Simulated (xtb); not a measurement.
Job for xtb: GFN-FF on CH5AlO (SMILES [CH3][AlH][OH]).

```
$ xtb mol.xyz --gfnff --sp --chrg 0 --uhf 0
8

C     -1.26211263    -0.12265064     0.04798231
Al     0.60669761     0.37629636    -0.15252922
O      1.78006757    -0.76883480     0.31412981
H     -1.37476571    -1.12896127     0.45518507
H     -1.78481649    -0.08585486    -0.91254477
H     -1.78606374     0.57153335     0.71190729
H      1.09751406     1.77080597    -0.71762362
H      2.72347932    -0.61233411     0.25349313
```

Output:

```
[...]
           -------------------------------------------------
          |                Calculation Setup                |
           -------------------------------------------------



          ==================== Thresholds ====================
          CN  :   150.00000
          rep :   500.00000
          disp:  2500.00000
          HB1 :   250.00000
          HB2 :   450.00000

          Pauling EN used:
          Z : 1  EN :  2.20
          Z : 6  EN :  2.55
          Z : 8  EN :  3.44
          Z :13  EN :  1.61
          electric field strengths (au): 0.000

           -------------------------------------------------
          |           Force Field Initialization            |
           -------------------------------------------------

          distances ...
          ----------------------------------------
          generating topology and atomic info file ...
          pair mat ...
          computing topology distances matrix with Floyd-Warshall algo ...
          making topology EEQ charges ...
          #fragments for EEQ constrain: 1
          ----------------------------------------
          generating topology and atomic info file ...
          pair mat ...
          computing topology distances matrix with Floyd-Warshall algo ...
          making topology EEQ charges ...
          #fragments for EEQ constrain: 1
          rings ...
          # BATM   22
          # H in HB   2
          doing iterative Hueckel for 1 subsystem(s) ...

  atom   neighbors  erfCN metchar sp-hybrid imet pi  qest     coordinates
    1  C       4    3.48   0.00         3    0    0  -0.078   -2.385047   -0.231776    0.090673
    2  Al      3    2.77   0.08         2    1    0   0.186    1.146492    0.711097   -0.288238
    3  O       2    1.92   0.00         3    0    0  -0.449    3.363840   -1.452887    0.593619
    4  H       1    0.97   0.00         0    0    0   0.039   -2.597931   -2.133428    0.860175
    5  H       1    0.97   0.00         0    0    0   0.039   -3.372814   -0.162242   -1.724460
    6  H       1    0.97   0.00         0    0    0   0.039   -3.375171    1.080042    1.345310
    7  H       1    0.95   0.01         0    0    0   0.005    2.074001    3.346338   -1.356112
    8  H       1    0.98   0.01         0    0    0   0.220    5.146630   -1.157144    0.479033

          #atoms :   8
          #bonds :   7
          #angl  :   10
          #tors  :   8
          #nmol  :   1
          #optfrag :   1
           -------------------------------------------------
          |                   G F N - F F                   |
          |          A general generic force-field          |
          |                  Version 1.0.3                  |
           -------------------------------------------------
          Number of HB bonds (bound hydrogen)     0
          Number of HB bonds (unbound hydrogen)   0
          Number of XB bonds                      0

 E+G (total)                   0 d,  0 h,  0 min,  0.000 sec
 distance/D3 list               ...        0 min,  0.000 sec (  0.948%)
 non bonded repulsion           ...        0 min,  0.000 sec ( 15.662%)
 dCN                            ...        0 min,  0.000 sec (  4.830%)
 EEQ energy and q               ...        0 min,  0.000 sec ( 11.025%)
 D3                             ...        0 min,  0.000 sec ( 14.816%)
 EEQ gradient                   ...        0 min,  0.000 sec (  5.709%)
 bonds                          ...        0 min,  0.000 sec ( 11.896%)
 bend and torsion               ...        0 min,  0.000 sec ( 13.260%)
 bonded ATM                     ...        0 min,  0.000 sec (  5.570%)
Note: The following floating-point exceptions are signalling: IEEE_UNDERFLOW_FLAG IEEE_DENORMAL
normal termination of xtb
 HB/XB (incl list setup)        ...        0 min,  0.000 sec ( 10.665%)

         :::::::::::::::::::::::::::::::::::::::::::::::::::::
         ::                     SUMMARY                     ::
         :::::::::::::::::::::::::::::::::::::::::::::::::::::
         :: total energy              -0.918402374368 Eh    ::
         :: gradient norm              0.032993709185 Eh/a0 ::
         ::.................................................::
         :: bond energy               -0.894446533452 Eh    ::
         :: angle energy               0.000186838626 Eh    ::
         :: torsion energy             0.000475340835 Eh    ::
         :: repulsion energy           0.048638484017 Eh    ::
         :: electrostat energy        -0.071098048504 Eh    ::
         :: dispersion energy         -0.002144934989 Eh    ::
         :: HB energy                  0.000000000000 Eh    ::
         :: XB energy                  0.000000000000 Eh    ::
         :: bonded atm energy         -0.000013520901 Eh    ::
         :: external energy            0.000000000000 Eh    ::
         :: add. restraining           0.000000000000 Eh    ::
         :: total charge              -0.000000000000 e     ::
         :::::::::::::::::::::::::::::::::::::::::::::::::::::

           -------------------------------------------------
          |                Property Printout                |
           -------------------------------------------------

molecular dipole:
                 x           y           z       tot (Debye)
 q only:       -0.223       0.489      -0.198       1.456

           -------------------------------------------------
          | TOTAL ENERGY               -0.918402374368 Eh   |
          | GRADIENT NORM               0.032993709185 Eh/α |
           -------------------------------------------------
########################################################################
[WARNING] Runtime exception occurred
-1- gfnff_setup: Could not read topology file.
########################################################################

------------------------------------------------------------------------
------------------------------------------------------------------------
 total:
 SCF:
```

The run finished.

Cost: about 0.020 core-seconds (a rough figure).
